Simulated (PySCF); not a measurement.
CH₇GaP₂. Atoms are numbered in the order given.

```xyz
11

Ga    -0.1942    -0.2134    -0.0604
C     -1.6069    -1.5645    -0.2836
H     -1.3208    -2.2501    -1.0996
H     -2.5717    -1.1083    -0.5528
H     -1.7354    -2.1693     0.6273
P     -0.4132     1.8951    -1.0071
H     -0.8530     1.4041    -2.2753
H      0.9553     2.0159    -1.3959
P      1.5369    -0.5599     1.4479
H      2.5573    -0.0075     0.6158
H      1.7726    -1.9099     1.0421
```

Geometry: r2SCAN-D4/def2-SVP. The structure was generated by enumeration; whether it is a known compound was not checked. One conformer was computed; it need not be the lowest.

Level of theory: TDA-M06-2X/def2-SVPD (PySCF).

Vertical excitations. Isolated molecule, no solvent.

| state | energy (eV) | λ (nm) | f | main pairs |
|---|---|---|---|---|
| S1 | 4.53 | 274 | 0.055 | HOMO→LUMO 92 % |
| S2 | 5.10 | 243 | 0.015 | HOMO−1→LUMO 85 % |
| S3 | 5.49 | 226 | 0.092 | HOMO→LUMO+1 92 % |
| S4 | 5.58 | 222 | 0.003 | HOMO→LUMO+2 86 % |
| S5 | 6.08 | 204 | 0.029 | HOMO−1→LUMO+1 26 %, HOMO→LUMO+4 25 %, HOMO−1→LUMO+2 24 %, HOMO→LUMO+6 15 % |
| S6 | 6.14 | 202 | 0.083 | HOMO−1→LUMO+1 53 %, HOMO−1→LUMO+2 23 %, HOMO→LUMO+6 14 % |
| S7 | 6.24 | 199 | 0.009 | HOMO−3→LUMO 57 %, HOMO→LUMO+3 39 % |
| S8 | 6.54 | 190 | 0.039 | HOMO−2→LUMO 70 % |
| S9 | 6.62 | 187 | 0.293 | HOMO→LUMO+3 49 %, HOMO−3→LUMO 34 % |
| S10 | 6.91 | 179 | 0.039 | HOMO→LUMO+4 52 %, HOMO−1→LUMO+2 14 %, HOMO−2→LUMO+1 9 %, HOMO−1→LUMO+1 8 % |
| T1 | 3.88 | 319 | 0 | HOMO→LUMO 97 % |
| T2 | 4.49 | 276 | 0 | HOMO−1→LUMO 95 % |
| T3 | 5.20 | 238 | 0 | HOMO→LUMO+1 56 %, HOMO→LUMO+2 26 %, HOMO→LUMO+3 10 % |
| T4 | 5.32 | 233 | 0 | HOMO→LUMO+2 53 %, HOMO→LUMO+1 25 % |
Triplets are in the Tamm–Dancoff approximation.
